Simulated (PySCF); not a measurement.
Run record for `[c]1(ccccn1)[GeH3]`: PBE0/def2-SVP, TDA, 6 singlets.

Method: TDA PBE0/def2-SVP, vertical, gas phase, core orbitals frozen in the response (PySCF 2.14.0, density-fitted response routines). Geometry: GFN2-xTB. The input is one job of a driver script: a line of settings, then coordinates in Å.

Command:
```bash
OMP_NUM_THREADS=1 python probes_run.py task.json out
```

Input:
```
{"job": {"kind": "uv", "xc": "PBE0", "basis": "def2-SVP", "nstates": 6, "ntriplets": 0, "tda": true}, "charge": 0, "multiplicity": 1}
Ge     2.472474     0.158363    -0.379336
C      0.546122     0.047672    -0.082818
C     -0.141420    -1.080375     0.342753
C     -1.514812    -1.008638     0.501981
C     -2.152772     0.190624     0.229164
C     -1.380276     1.263297    -0.191139
N     -0.070690     1.195611    -0.342172
H      3.002541     1.410362     0.223561
H      2.779837     0.189296    -1.838457
H      3.184957    -1.018817     0.210513
H      0.402287    -1.993213     0.544749
H     -2.077646    -1.870033     0.833607
H     -3.221289     0.292628     0.340739
H     -1.829991     2.222751    -0.415313
```

Output:
```
coarse grid: 55744 points
cycle   1  E = -2325.4463080542  dE =  4.996e-01  |g| = 4.263e-01  |ddm| = 4.243e+00
cycle   2  E = -2325.4406440808  dE =  5.664e-03  |g| = 4.773e-01  |ddm| = 8.642e-01
cycle   3  E = -2325.4770704138  dE = -3.643e-02  |g| = 7.620e-02  |ddm| = 4.806e-01
cycle   4  E = -2325.4779900808  dE = -9.197e-04  |g| = 4.052e-02  |ddm| = 9.679e-02
cycle   5  E = -2325.4783678242  dE = -3.777e-04  |g| = 8.255e-03  |ddm| = 5.294e-02
cycle   6  E = -2325.4783852440  dE = -1.742e-05  |g| = 3.520e-03  |ddm| = 1.363e-02
cycle   7  E = -2325.4783883613  dE = -3.117e-06  |g| = 3.081e-04  |ddm| = 3.497e-03
final grid: 117680 points
cycle   8  E = -2325.4783853909  dE =  8.431e-10  |g| = 4.178e-04  |ddm| = 1.837e-03
cycle   9  E = -2325.4783853345  dE =  5.639e-08  |g| = 6.408e-04  |ddm| = 9.542e-04
cycle  10  E = -2325.4783854305  dE = -9.596e-08  |g| = 6.036e-05  |ddm| = 6.088e-04
cycle  11  E = -2325.4783854314  dE = -9.441e-10  |g| = 1.033e-05  |ddm| = 7.374e-05
converged SCF energy = -2325.4783854314

Static polarisability (au): isotropic 81.956, principal 49.708 84.478 111.683

Singlet excitations
state   eV       nm        f      main configurations
  1   4.5962    269.8   0.00594   H->L 0.99
  2   4.8595    255.1   0.00003   H->L+1 0.99
  3   5.7316    216.3   0.05103   H-1->L 0.61, H-2->L+1 0.26
  4   6.6520    186.4   0.14495   H-1->L+1 0.54, H-2->L 0.29, H-1->L 0.13
  5   6.8886    180.0   0.00110   H-3->L 0.91
  6   7.2305    171.5   0.00719   H-3->L+1 0.91
```

The SCF starts on a coarse grid where the log names one; the energy can jump when the final grid takes over, and dE then counts from the start density on the new grid. H and L stand for HOMO and LUMO; the number after each pair is its weight.

Question: Give S1 in cm⁻¹ and kJ/mol.

Answer: 4.5962 eV × 8065.54 = 37071 cm⁻¹; × 96.485 = 443.5 kJ/mol.

Question: How does the lowest singlet excitation compare with the HOMO–LUMO gap?

Answer: HOMO -7.09 eV and LUMO -0.89 eV give a gap of 6.20 eV; S1 at 4.60 eV lies 1.60 eV below it.

In short: SCF converged in 11 cycles with 151 basis and 896 fitting functions; HOMO -7.09 eV, LUMO -0.89 eV; lowest singlet 4.60 eV; mean polarisability 82.0 au.

 Relativistic effects, spin–orbit coupling among them, are left out although an element past zinc is present.

Time: 13 s; peak memory 0.74 GiB. Hardware: an Arm Neoverse V1 with one thread (shared host).
